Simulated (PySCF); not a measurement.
Cl4OW, charge -1, doublet, geometry from GFN2-xTB (such geometries of metal compounds can be far from the true shape) (the multiplicity is a formal guess) (core potentials on W). Base run: PBE/def2-SV(P) run with PySCF.

Here is a job for PySCF.
```python
from pyscf import gto, scf, dft

mol = gto.Mole()
mol.atom = '''
    W     0.215629   -0.066273   -0.117964
    O     1.640829   -0.504306   -0.897651
    Cl    0.445707   -0.516322    2.168240
    Cl   -1.280555    0.772912   -1.711518
    Cl   -1.237816   -1.898658   -0.080165
    Cl    0.361891    2.167873    0.559359
'''
mol.basis = 'def2-sv(p)'
mol.ecp = {'W': 'def2-sv(p)'}
mol.charge = -1
mol.spin = 1
mol.verbose = 4
mol.build()

mf = dft.UKS(mol)
mf.xc = 'pbe'
mf.kernel()
```

Each row names what was changed in the base input (with any setting that the change needs).

| change | ΔE vs base (mEh) | outcome |
|---|---|---|
| base | 0.000 | converged |
| auxbasis = cc-pvdz-jkfit | - | input refused |
| auxbasis = default (with mf = mf.density_fit()) | -0.373 | converged |
| auxbasis = cc-pvtz-jkfit | - | input refused |
| auxbasis = even-tempered beta=2.0 | -0.457 | converged |
| auxbasis = even-tempered beta=1.6 | -0.021 | converged |
| auxbasis = cc-pvtz-ri | - | input refused |
| auxbasis = def2-svp-ri | - | input refused |
| auxbasis = cc-pvqz-jkfit | - | input refused |
| auxbasis = def2-universal-jkfit | -0.070 | converged |

A fitting set is made for a task (jfit for Coulomb, jkfit for Coulomb and exchange, ri for correlation) and for a family of orbital bases.

Open shells are given as the SCF converged; they aren't shown to be the lowest states, and a large step between rows can be another state.

- auxbasis = cc-pvdz-jkfit: ended with `pyscf.lib.exceptions.BasisNotFoundError: Basis set not found for W in cc-pvdz-jkfit`
- auxbasis = cc-pvtz-jkfit: ended with `pyscf.lib.exceptions.BasisNotFoundError: Basis set not found for W in cc-pvtz-jkfit`
- auxbasis = cc-pvtz-ri: ended with `pyscf.lib.exceptions.BasisNotFoundError: Basis set not found for W in cc-pvtz-ri`
